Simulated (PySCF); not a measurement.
C4H6OSi, SMILES O=C1CC=C[SiH2]1.

The structure is a stationary point at r2SCAN-D4/def2-SVP. This is a generated structure with no PubChem entry under its InChIKey; it may be hypothetical. One conformer was computed; it need not be the lowest.

Computed with PySCF with TDA-PBE/def2-SVPD.

Vertical excitations. Isolated molecule, no solvent. State labels are in the subgroup Cs.

Question: List the lowest excited states. (An estimate is asked for; the answer gives what the named calculation found.)

Answer: 
| state | symmetry | energy (eV) | λ (nm) | f | main pairs |
|---|---|---|---|---|---|
| S1 | A" | 3.03 | 409 | 0.001 | HOMO→LUMO 99 % |
| S2 | A" | 3.82 | 324 | 0.000 | HOMO→LUMO+1 99 % |
| S3 | A' | 4.36 | 284 | 0.006 | HOMO−1→LUMO 96 % |
| S4 | A' | 5.21 | 238 | 0.041 | HOMO→LUMO+2 70 %, HOMO→LUMO+3 26 % |
| S5 | A' | 5.34 | 232 | 0.008 | HOMO→LUMO+3 72 %, HOMO→LUMO+2 23 % |
| S6 | A" | 5.54 | 224 | 0.002 | HOMO−2→LUMO 98 % |
| S7 | A' | 6.04 | 205 | 0.004 | HOMO→LUMO+4 91 % |
| S8 | A' | 6.13 | 202 | 0.019 | HOMO→LUMO+5 87 % |
| S9 | A' | 6.34 | 196 | 0.011 | HOMO−3→LUMO 51 %, HOMO→LUMO+6 25 %, HOMO−1→LUMO+1 11 % |
| S10 | A' | 6.44 | 192 | 0.005 | HOMO→LUMO+6 70 % |
| T1 | A" | 2.41 | 514 | 0 | HOMO→LUMO 100 % |
| T2 | A" | 3.74 | 332 | 0 | HOMO→LUMO+1 100 % |
| T3 | A' | 3.97 | 312 | 0 | HOMO−1→LUMO 77 %, HOMO−1→LUMO+1 22 % |
| T4 | A' | 4.43 | 280 | 0 | HOMO−1→LUMO+1 75 %, HOMO−1→LUMO 22 % |
Triplets are in the Tamm–Dancoff approximation.
